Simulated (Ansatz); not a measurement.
Question: Name a neutral molecule of C, Ge, N and H with LUMO energy (B3LYP/def2-TZVPP) between 0.45 and 0.75 eV and size of the dipole moment (ωB97M-V/def2-TZVPP) between 1.20 and 1.50 D (Ansatz, PBE0-D4/def2-TZVP geometry).

Answer: `NC[CH2][GeH3]` (0.48 eV, 1.33 D); `[CH3][GeH]([NH2])[NH2]` (0.49 eV, 1.23 D). Other molecules can fit too; these were computed, each in one conformer that needn't be the lowest.

B3LYP here is the variant with VWN-RPA as its local correlation; programs differ in this.
